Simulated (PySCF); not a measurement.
Two species compared at the same levels of theory.

First species: C₇H₁₃P.
Numbering: `[CH2:1]=[CH:2][CH2:3][P@@:4](=[CH2:5])([CH3:6])[CH:7]=[CH2:8]` (hydrogens: H9, H10 on C1; H11 on C2; H12, H13 on C3; H14, H15 on C5; H16, H17, H18 on C6; H19 on C7; H20, H21 on C8)

Second species: C3H9NOSi2.
Geometry (GFN2-xTB, Å), atoms numbered from 1 in this order:
```
atom  x, y, z in Å
C1    -2.6066    0.5187   -0.4258
C2    -1.5971   -0.4037    0.2365
O3    -0.3073   -0.0860   -0.2137
Si4    1.1316   -0.7094    0.1881
Si5    2.5894    0.6512   -0.9536
C6     1.3317   -0.6070    2.0561
N7     1.4398   -0.5058    3.1932
H8    -2.5654    0.4012   -1.5057
H9    -2.3816    1.5537   -0.1808
H10   -3.6078    0.2792   -0.0788
H11   -1.6353   -0.2952    1.3267
H12   -1.8162   -1.4502   -0.0068
H13    1.1482   -2.1730    0.0055
H14    3.9468    0.1482   -0.7280
H15    2.3598    0.6354   -2.4012
H16    2.5625    2.0515   -0.5234
```

Levels: PBE0/pcSseg-1 for dipole moment, HOMO energy, LUMO energy and HOMO–LUMO gap; GFN2-xTB for rotational constant A and rotational constant C. Geometries: GFN2-xTB. Each structure is a single optimised conformer of the isolated species, non-relativistic unless stated; the electronic structure was computed with PySCF and density fitting.

The conformers computed, where there is a choice (atom-mapped SMILES and torsion angles):
- `[CH2:1]=[CH:2][CH2:3][P@@:4](=[CH2:5])([CH3:6])[CH:7]=[CH2:8]`: C1–C2–C3–P4 99°, C2–C3–P4–C5 -176°, C3–P4–C7–C8 148°
- `[CH3:1][CH2:2][O:3][Si@@H:4]([SiH3:5])[C:6]#[N:7]`: C1–C2–O3–Si4 178°, C2–O3–Si4–Si5 -175°

```
             property   column X   column Y
        dipole moment     3.48 D     2.62 D
          HOMO energy   -8.64 eV   -5.19 eV
          LUMO energy   -1.12 eV   -0.60 eV
        HOMO–LUMO gap    7.52 eV    4.59 eV
rotational constant A  1.844 GHz  2.593 GHz
rotational constant C  0.791 GHz  1.002 GHz
```

(1) Which column belongs to which species?

(2) How does each property change from the first species to the second?

## Answers

(1) Column X is the second species and column Y the first. The first has 21 atoms and 70 electrons, the second 16 and 70.

(2) dipole moment +0.86 D; HOMO energy -3.45 eV; LUMO energy -0.52 eV; HOMO–LUMO gap +2.93 eV; rotational constant A -0.749 GHz; rotational constant C -0.211 GHz.

On the first: The dipole matches unit charges of opposite sign 0.55 Å apart (1 e·Å = 4.8032 D).

On the second: The dipole equals about 11.6 × 10⁻³⁰ C·m (1 D = 3.33564 × 10⁻³⁰ C·m).
